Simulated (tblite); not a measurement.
Calculated harmonic vibrations of the isolated species, GFN2-xTB (tblite), most abundant isotopes, no scaling. This tight-binding method is rough: wavenumbers can miss measured ones by several per cent, in bad cases by 10 to 20. Modes of hydrogen on silicon can be 10 to 20 % off. One conformer each. Thermal functions are those of the rigid rotor and harmonic oscillator, without mixing of conformers.

Question: Order these by their zero-point energy, highest first (kJ/mol).
A. `C/C(=C/C#N)CF`
B. `C=CSC1=CC=CC=C1`
C. `Fc1cnnc(C2CC2)c1`
D. `[P-](C)C#C`
E. `C=C[SiH2]S[C@@](C)([SiH3])C=O`

Answer: E (385.3), B (341.6), C (333.0), A (254.5), D (139.9).

```tsv
SMILES	atoms	mass (u)	symmetry number	modes under 300 cm⁻¹	ZPE (kJ/mol)	S translation (J/(mol K))	S rotation	S vibration	S	Cp
C=C[SiH2]S[C@@](C)([SiH3])C=O	21	176.01	1	13	385.3	173.3	128.0	199.6	500.9	218.6
C=CSc1ccccc1	17	136.03	1	5	341.6	170.1	122.5	97.4	390.0	144.7
Fc1cnnc(C2CC2)c1	17	138.06	1	5	333.0	170.3	123.1	87.1	380.5	141.1
C/C(=C/C#N)CF	13	99.05	1	5	254.5	166.2	116.5	87.8	370.6	118.1
C#C[P-]C	8	71.01	1	3	139.9	162.0	104.5	53.1	319.6	87.4
```

Entropies and Cp are for 298.15 K and 1 bar.
